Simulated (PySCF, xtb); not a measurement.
GeH₃, SMILES [GeH3] (connectivity only; charge and spin as stated), charge +1, multiplicity 1.

GFN2-xTB (xtb) at its own geometry gives an orbital gap of 3.81 eV.

Geometry optimised at PBE0-D3(BJ)/def2-TZVPD. The multiplicity is an assumed one; other spin states were not compared. The isomer is the one that the SMILES or the coordinates give; other isomers of the formula were not compared.

Problem. What does B3LYP/def2-TZVPD (PySCF) give? (An estimate is asked for; the answer gives what the named calculation found.)

Solution. gap 6.67 eV (levels -17.09 and -10.42 eV).
